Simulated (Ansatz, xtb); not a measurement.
## C6H7N2P: 4 structures ranked

4 gas-phase structures of C6H7N2P, from a drawn sample of its isomers (lower ones may exist). Each was relaxed with GFN2-xTB:

A. `C#CC1=NN(CC)C=P1`, a singlet
B. `CC1=CP=C(C#N)N1C`, a singlet
C. `CCN1C=PC(C#N)=C1`, a singlet
D. `C#CC1=PC=NN1CC`, a singlet

Q: Which do you expect lowest at r2SCAN-D4/def2-SVP, and how would the others follow?

A: Calculated order at r2SCAN-D4/def2-SVP: B (0.0), C (2.6), D (44.9), A (47.2) kcal/mol.

Energies above the lowest of each column, in kcal/mol; the last columns are at B3LYP/def2-SVP geometries and were run for some of them only (a dash: not run or not comparable):

| structure | GFN2-xTB | HF/STO-3G | r2SCAN-D4/def2-SVP | B3LYP/def2-SVP | CCSD(T)/def2-SVP + ΔMP2/def2-TZVPP |
| --- | --- | --- | --- | --- | --- |
| B | 0.0 | 0.0 | 0.0 | 0.0 | 0.0 |
| C | 3.7 | 0.4 | 2.6 | 0.7 | 0.8 |
| D | 29.3 | 51.5 | 44.9 | 43.9 | 45.6 |
| A | 31.8 | 53.0 | 47.2 | – | – |

Every level run on B puts it lowest or level with the lowest. Flexible structures stand in one conformer each, not always the lowest. Frequencies (GFN2-xTB) were run for B, C, D alone. ΔMP2 is the change of the MP2 energy from the smaller to the larger basis.

Over these structures GFN2-xTB departs from r2SCAN-D4/def2-SVP by 8.0 kcal/mol on average once a common shift is removed. A GFN2-xTB relaxation took about 0.14 s and the r2SCAN-D4/def2-SVP energy about 2.6 s on a shared host (Ansatz 0.2.0, xtb 6.7.1).
